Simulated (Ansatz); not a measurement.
Isomers of CH4AlBO, relaxed with PBE0-D4/def2-TZVP in Ansatz; electronic energies, one conformer each and not always the lowest. Functionals use def2-TZVPP; CBS adds triple-zeta CCSD(T) − MP2 to the MP2 limit of def2-TZVPP and def2-QZVPP.

Q: Order them by energy at frozen-core CCSD(T)/CBS, lowest first. (Best estimate.)
A. `[BH]1O[CH2][AlH]1`
B. `C[B]1[O][AlH]1`
C. `[CH3][Al]1[BH][O]1`

A: B (0.0 kJ/mol), C (8.8 kJ/mol), A (177.9 kJ/mol).

Q: How do HF/CBS(def2), B3LYP-D4, MP2/CBS(def2), B2PLYP place them (kJ/mol, against `C[B]1[O][AlH]1`)? (An estimate is asked.)

A: Computed: 
| isomer | HF/CBS(def2) | B3LYP-D4 | MP2/CBS(def2) | B2PLYP |
| --- | --- | --- | --- | --- |
| `[CH3][Al]1[BH][O]1` | 12.7 | 11.0 | 7.6 | 9.5 |
| `[BH]1O[CH2][AlH]1` | 169.4 | 178.2 | 185.7 | 181.1 |

B3LYP here is the variant with VWN-RPA as its local correlation; programs differ in this.
